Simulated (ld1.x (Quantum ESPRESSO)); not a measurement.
## nitrogen, ultrasoft: configuration errors across variants

| Quantity | Value |
| --- | --- |
| Element | N (Z = 7) |
| Generator | ld1.x (Quantum ESPRESSO) 7.5 |
| Type | ultrasoft |
| Functional | PBE |
| Relativity | scalar-relativistic |
| Frozen core | [He] |
| Valence charge | 5 |
| Reference configuration | 2s2 2p3 |
| Partial waves | 2s (bound): rcut 1.10, rcutus 1.30 bohr; 2s channel at 3 Ry: rcut 1.10, rcutus 1.30 bohr; 2p (bound): rcut 1.95, rcutus 2.60 bohr; 2p channel at 0.1 Ry: rcut 1.95, rcutus 2.60 bohr; 3d channel at 0.05 Ry: rcut 1.65, rcutus 2.15 bohr; 3d channel at 2.75 Ry: rcut 1.65, rcutus 2.15 bohr |
| Local potential | all-electron potential smoothed inside 1.45 bohr (lloc = -2) |
| Core correction | a·sin(br)/r model core, default radius (core density twice the valence density) |
| Augmentation charge | built from norm-conserving waves at rcut, not smoothed further |

All-electron excitation energies from the reference (eV): (1) 2s2 2p2 13.591; (2) 2s2 2p1 42.445; (3) 2s2 2p0 89.528; (4) 2s2 2p3.3 -1.619; (5) 2s2 2p2.5 5.093; (6) 2s1 2p3 25.372; (7) 2s1 2p0 167.346.

Errors AE − PS in meV (a dash: test not solved or not reliable):

| change | (1) | (2) | (3) | (4) | (5) | (6) | (7) | bound ghosts |
| --- | --- | --- | --- | --- | --- | --- | --- | --- |
| base | -307 | -149 | +1575 | -35 | -96 | -645 | +2533 | not determined |
| local potential all-electron potential smoothed inside 1.14 bohr (lloc = -2) | -298 | -157 | +1575 | -33 | -93 | -632 | +2534 | not determined |
| local potential all-electron potential smoothed inside 1.42 bohr (lloc = -2) | -306 | -149 | +1575 | -35 | -96 | -645 | +2533 | not determined |
| local potential all-electron potential smoothed inside 1.88 bohr (lloc = -2) | -309 | -604 | +1576 | -35 | -97 | -648 | +2538 | not determined |
| local potential all-electron potential smoothed inside 2.22 bohr (lloc = -2) | -308 | -586 | +1579 | -35 | -97 | -647 | +2546 | not determined |
| local potential all-electron potential smoothed inside 2.96 bohr (lloc = -2) | -308 | -590 | +1580 | -35 | -97 | -647 | +2550 | not determined |

Give the same row for: local potential all-electron potential smoothed inside 2.54 bohr (lloc = -2).

-307, -145, +1580, -35, -96, -646, +2549; bound ghosts: not determined.
